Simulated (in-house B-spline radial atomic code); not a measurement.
Radial electron density of Nb+, [Kr] 4d3 5p1. All numbers are computed (scalar-relativistic (X2C) wB97X, spin-polarised, spherical fractional occupations, exact exchange averaged over the configuration; Fermi nucleus of rms radius 4.324 fm) with a radial B-spline atomic code at the basis-set limit, not measured.

One-electron X2C: radii and densities carry no picture-change correction, so inner-shell <1/r> comes out high (for 1s by about 2 % at Z = 33, 5 % at 54, 10 % at 75, 30 % at 118) and <r> low.

Columns: r (bohr), 4πr²n(r) (electrons per bohr), bar.

```
 0.00117    1.367 #
 0.00146    1.977 #
 0.00181    2.816 ##
 0.00226    4.032 ###
 0.00281    5.689 ####
 0.00349    7.935 #####
 0.00435    10.99 ########
 0.00541    14.93 ##########
 0.00674    19.94 ##############
 0.00838    25.91 ##################
  0.0104     32.6 #######################
   0.013    39.75 ############################
  0.0162     46.1 ################################
  0.0201    50.47 ###################################
   0.025    51.95 ####################################
  0.0312    50.12 ###################################
  0.0388    46.33 ################################
  0.0483    43.47 ##############################
  0.0601    44.96 ###############################
  0.0747    51.76 ####################################
   0.093    60.33 ##########################################
   0.116    63.52 ############################################
   0.144    57.01 #######################################
   0.179    45.28 ###############################
   0.223     38.9 ###########################
   0.278    42.74 ##############################
   0.346     47.9 #################################
    0.43    42.88 ##############################
   0.535    28.31 ####################
   0.666    15.29 ###########
   0.829    10.53 #######
    1.03    10.44 #######
    1.28    9.233 ######
     1.6    5.972 ####
    1.99    3.023 ##
    2.48    1.384 #
    3.08   0.7242 #
    3.84   0.4343 
    4.77   0.2424 
    5.94  0.09976 
    7.39   0.0268 
     9.2 0.004095 
    11.5 0.0002802 
    14.3 7.952e-06
```

On this grid the curve has 3 maxima, near 0.025, 0.116, 0.346 bohr.

The 5p up radial function P(r) = rR(r), positive near the nucleus:

```tsv
r (bohr)	P
0.00226	0.0006108
0.00349	0.001312
0.00541	0.002837
0.00838	0.006066
0.013	0.01269
0.0201	0.02524
0.0312	0.04673
0.0483	0.07562
0.0747	0.09694
0.116	0.07355
0.179	-0.02469
0.278	-0.1393
0.43	-0.09818
0.666	0.1316
1.03	0.254
1.6	-0.004864
2.48	-0.4187
3.84	-0.55
5.94	-0.3084
9.2	-0.06385
14.3	-0.00282
```
